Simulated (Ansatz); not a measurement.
Consider the ligand exchange at a B–C bond: `B/C=C(\F)C=C` + `Cl[SiH]1N[SiH2]1` → `BN1[SiH2][SiH]1Cl` + `C=CC(=C)F`.

Program: Ansatz. Geometries: PBE0-D4/def2-TZVP. ΔE: electronic, gas phase. CCSD(T)/CBS adds triple-zeta CCSD(T) − MP2 to the extrapolated MP2 energy (def2 sets, frozen cores). Functionals use def2-TZVPP. B3LYP here is the variant with VWN-RPA as its local correlation; programs differ in this. Each species was taken in one conformer, which may not be the lowest.

`B/C=C(\F)C=C`:

Cartesian coordinates in Å:
```
B 0.445 1.658 -1.887
C 0.082 1.176 -0.488
C 0.036 -0.117 -0.110
F 0.317 -1.084 -0.981
C -0.305 -0.605 1.209
C -0.338 -1.895 1.537
H 0.458 2.830 -2.127
H 0.716 0.879 -2.751
H -0.166 1.874 0.307
H -0.538 0.162 1.939
H -0.600 -2.210 2.539
H -0.106 -2.667 0.812
```

`Cl[SiH]1N[SiH2]1`:

```xyz
8

Cl    2.055   -1.443   -1.245
Si    1.030   -0.392    0.196
N     0.043    0.902   -0.327
Si   -1.184   -0.194    0.247
H     2.018   -0.127    1.264
H     0.108    1.802   -0.772
H    -1.994    0.254    1.410
H    -2.077   -0.802   -0.773
```

`BN1[SiH2][SiH]1Cl`:

Z-matrix (Å, degrees):
```
Si
N 1 1.775
Si 1 2.225 2 50.2
H 1 1.482 2 115.2 3 -112.3
H 1 1.484 2 115.7 3 115.2
B 2 1.407 1 140.1 3 -177.8
Cl 3 2.046 1 123.5 2 -98.5
H 3 1.478 1 127.8 2 95.6
H 6 1.199 2 119.6 1 -179.8
H 6 1.200 2 119.6 1 0.4
```

`C=CC(=C)F`:

Cartesian coordinates in Å:
```
C 0.369 -1.445 1.066
C -0.284 -0.654 0.220
C 0.210 0.625 -0.246
C -0.406 1.446 -1.088
F 1.410 0.969 0.248
H -0.051 -2.392 1.381
H 1.336 -1.167 1.465
H -1.254 -0.941 -0.174
H 0.041 2.386 -1.382
H -1.372 1.174 -1.489
```

```
             level  ΔE (kcal/mol)
            PBE-D4          -17.8
          B3LYP-D4          -19.3
           ωB97X-V          -18.7
            r2SCAN          -17.4
              PBE0          -17.6
CCSD(T)/def2-TZVPP          -19.6
     MP2/CBS(def2)          -18.8
    CCSD/CBS(def2)          -19.4
```

Q: What does CCSD(T)/CBS give? (An estimate is asked.)

A: Computed: -19.2 kcal/mol. The listed levels differ from it by 1.4, -0.1, 0.5, 1.8, 1.6, -0.4, 0.4, -0.2 kcal/mol.

Largest T1 diagnostic among the species: 0.013.
